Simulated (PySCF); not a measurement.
H3Si2, SMILES [SiH][SiH2] (connectivity only; charge and spin as stated), neutral, multiplicity 2. Atoms are numbered in the order given.

```xyz
5

Si     0.1016     1.2218     0.0000
Si     0.0003    -1.0358     0.0000
H     -1.4194     1.2228     0.0000
H     -1.2036    -1.9075     0.0000
H      1.1954    -1.9193     0.0000
```
Charge 0, spin multiplicity 2.

Geometry optimised at ωB97X-D3(BJ)/def2-TZVP. The isomer is the one that the SMILES or the coordinates give; other isomers of the formula were not compared.

The numbers are results of CAM-B3LYP/def2-TZVPD (PySCF), not measurements.

Mulliken values depend strongly on the basis, most of all with diffuse functions as here. ESP charges are fitted to the potential on shells at 1.4 to 2.0 van der Waals radii. Atomic charges (e):

| atom | ESP fit | Mulliken | Mulliken spin |
|---|---|---|---|
| Si1 | -0.16 | -0.03 | 0.33 |
| Si2 | 0.34 | 0.14 | 0.68 |
| H3 | -0.02 | -0.04 | -0.01 |
| H4 | -0.08 | -0.04 | 0.00 |
| H5 | -0.09 | -0.04 | 0.00 |
